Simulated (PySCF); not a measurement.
Spin states of WI

Unrestricted PBE0; basis W def2-TZVPP with ECP60, I def2-TZVPP with ECP28; scalar-relativistic core potentials; PySCF 2.14. Outer shells of the fragments: W 5d4 6s2; I 4d10 5s2 5p5.

Followed along the bond (rough minima from three points):

```csv
2Ms+1,unpaired,⟨S²⟩ at the start,R at minimum (Å),Te (eV)
6,"σ ↑, π ↑↑, δ ↑↑",8.77,2.63,0.00
6,"σ ↑↑, π ↑, δ ↑↑",8.79,2.69,0.98
4,"π ↑, δ ↑↑",4.04,2.56,1.27
4,"σ ↑, π ↑↓, δ ↑↑",4.76,2.60,1.30
4,"π ↑↑, δ ↑",3.77,2.58,1.34
2,"π ↑↓, δ ↑",2.60,2.59,1.48
```

Solutions found at the starting distance of 2.595 Å, counted from the lowest of them; the search is not exhaustive and high or unbound solutions are not listed, so other states can lie among these:

```json
{"2Ms+1": "6", "unpaired": "σ ↑, π ↑↑, δ ↑↑", "term": "⁶Σ⁺", "E (eV)": "0.00", "⟨S²⟩": "8.77", "⟨Lz²⟩": "0.00", "μ (D)": "-3.31"}
{"2Ms+1": "6", "unpaired": "σ ↑↑, π ↑, δ ↑↑", "term": "⁶Π", "E (eV)": "1.02", "⟨S²⟩": "8.79", "⟨Lz²⟩": "1.01", "μ (D)": "-0.74"}
{"2Ms+1": "4", "unpaired": "π ↑, δ ↑↑", "term": "mixed", "E (eV)": "1.27", "⟨S²⟩": "4.04", "⟨Lz²⟩": "1.27", "μ (D)": "-1.04"}
{"2Ms+1": "4", "unpaired": "σ ↑, π ↑↓, δ ↑↑", "term": "mixed", "E (eV)": "1.29", "⟨S²⟩": "4.76", "⟨Lz²⟩": "2.06", "μ (D)": "-3.22"}
{"2Ms+1": "4", "unpaired": "π ↑↑, δ ↑", "term": "⁴Δ", "E (eV)": "1.34", "⟨S²⟩": "3.77", "⟨Lz²⟩": "4.00", "μ (D)": "-2.45"}
{"2Ms+1": "2", "unpaired": "π ↑↓, δ ↑", "term": "mixed", "E (eV)": "1.47", "⟨S²⟩": "2.60", "⟨Lz²⟩": "6.53", "μ (D)": "-2.67"}
```

A term symbol is given only where ⟨S²⟩ and ⟨Lz²⟩ are close to those of a pure state; real π, δ and φ orbitals otherwise mix terms. A positive dipole means W(−)I(+).

Spin–orbit coupling is left out. The state is the lowest single determinant that the PBE0 search found; with open d or f shells the true ground state can be another one.
